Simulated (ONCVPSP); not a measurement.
An all-electron radial function and its pseudo partner (arsenic)

Columns: radius, all-electron u(r) and pseudo u(r) of the 3p shell (level -133.68 eV) of arsenic in the configuration [Ne] 3s2 3p6 3d10 4s2 4p3; revPBE, scalar-relativistic, ONCV scheme, ONCVPSP 4.0.1.

```csv
r (bohr),all-electron,pseudo
0.053,-0.4741,0.0398
0.105,-0.7352,0.1502
0.158,-0.5386,0.3213
0.210,-0.1119,0.5254
0.262,0.3545,0.7415
0.315,0.7632,0.9496
0.368,1.0647,1.1251
0.420,1.2545,1.2524
0.473,1.3533,1.3297
0.525,1.3780,1.3546
0.578,1.3506,1.3349
0.630,1.2885,1.2801
0.683,1.2031,1.1996
0.735,1.1076,1.1063
0.788,1.0056,1.0051
0.840,0.9060,0.9057
0.893,0.8081,0.8078
0.945,0.7178,0.7176
0.998,0.6327,0.6325
1.050,0.5566,0.5564
1.102,0.4878,0.4876
1.155,0.4250,0.4248
1.208,0.3693,0.3692
1.260,0.3210,0.3209
1.313,0.2777,0.2776
1.365,0.2405,0.2404
```

**Question.** How many radial nodes do the two functions have?

**Answer.** The all-electron 3p function has n − l − 1 = 1; the pseudo-wave has 0, since the states of the same l below it are removed with the core.

**Question.** At about which radius was the pseudo-wave matched?

**Answer.** 0.90 bohr. The columns agree to 0.0005 from 0.79 bohr on; several derivatives are matched, so the curves merge somewhat inside the radius.

**Question.** Where does each function peak?

**Answer.** Outermost all-electron maximum near 0.53 bohr, pseudo maximum near 0.53 bohr (to the table’s step).

**Question.** Is the pseudo-wave norm-conserving?

**Answer.** Yes: the ONCV scheme keeps the norm inside the radius equal to the all-electron one, which fixes the energy derivative of the logarithmic derivative at the level.
